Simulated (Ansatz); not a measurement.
Consider the redistribution: `CC[CH2][AlH][F]` + `BOC(=N)Cl` → `N=[C](Cl)[AlH][F]` + `BOCCC`.

Program: Ansatz. Geometries: PBE0-D4/def2-TZVP. ΔE: electronic, gas phase. CCSD(T)/CBS is the MP2 limit (def2-TZVPP, def2-QZVPP) plus CCSD(T) − MP2 in def2-TZVPP, frozen cores. Each species was taken in one conformer, which may not be the lowest.

```csv
level,ΔE (kJ/mol)
HF/CBS(def2),-10.4
MP2/CBS(def2),-6.4
```

**Question.** What does CCSD(T)/CBS give? (An estimate is asked.)

**Answer.** Computed: -11.5 kJ/mol. The listed levels differ from it by 1.1, 5.1 kJ/mol.

Largest T1 diagnostic among the species: 0.014.

From PBE to PBE0 (25 % exact exchange), in def2-TZVPP and without D4, ΔE moves by +5.0 kJ/mol.
